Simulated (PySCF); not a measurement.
## From computed data to an observable: chemical shift, span and skew from a shielding tensor

FGe, SMILES [F][Ge] (connectivity only; charge and spin as stated), charge +1, multiplicity 1. Atoms are numbered in the order given.

```xyz
2

F      0.0000     0.0000    -1.3090
Ge     0.0000     0.0000     0.3682
```
Charge +1, spin multiplicity 1.

Coordinates come from a PBE0-D3(BJ)/def2-TZVPD optimisation. The multiplicity is an assumed one; other spin states were not compared.

GIAO shieldings from PySCF with PBE0/pcSseg-2, non-relativistic, no solvent. The symmetric part of the tensor of F1 has the principal values -279.6, -279.6, 488.3 ppm. The same nucleus in CFCl3 has σ = 165.8 ppm at this level (PySCF, at its B3LYP-D3(BJ)/def2-TZVP geometry).

**Question.** Work out the isotropic shielding, the ¹⁹F shift against CFCl3, the span and the skew.

**Answer.** 
σ(iso) = (σ11 + σ22 + σ33)/3 = -23.6 ppm. δ = σ(ref) − σ(iso) = 165.8 − (-23.6) = 189.4 ppm.
Span Ω = σ33 − σ11 = 767.9 ppm. Skew κ = 3(σ(iso) − σ22)/Ω = 1.00, an axial tensor. Tumbling in solution averages the tensor to δ; in a static solid the shielding alone would spread this spin-1/2 line over Ω.
